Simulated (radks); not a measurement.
Task: The bromine ion Br+, configuration [Ar] 3d10 4s2 4p4. Calculated with a radial shooting solver on a logarithmic mesh with Libxc functionals: scalar-relativistic Kohn-Sham, LDA (Slater exchange, Perdew-Wang correlation), spin-polarised, spherical densities, finite nucleus; open shells are filled with parallel spins first; Fermi nuclear charge, rms radius 4.1629 fm. Some entries of the table are withheld. Estimate them.

orbital,occ.,eigenvalue (eV),<r> (bohr),r(max) (bohr)
1s up,1,-13307.03,0.04280,0.02795
1s down,1,-13306.88,0.04280,0.02795
2s up,1,-1741.744,0.1898,0.1594
2s down,1,-1741.649,0.1898,0.1594
2p up,3,-1539.111,0.1656,0.1274
2p down,3,-1538.974,0.1656,0.1274
3s up,1,-248.4123,0.5526,0.4846
3s down,1,-248.2190,0.5524,0.4846
3p up,3,-184.4400,(1),0.4812
3p down,3,-184.2204,(2),0.4812
3d up,5,-78.2433,0.5912,0.4296
3d down,5,-77.9602,0.5894,0.4295
4s up,1,-31.2612,1.628,1.402
4s down,1,-29.6717,1.632,1.397
4p up,3,-18.2748,1.946,(3)
4p down,1,-16.7567,1.975,(4)

Result: 
(1) 3p up <r> (bohr): 0.5650
(2) 3p down <r> (bohr): 0.5646
(3) 4p up r(max) (bohr): 1.617
(4) 4p down r(max) (bohr): 1.619
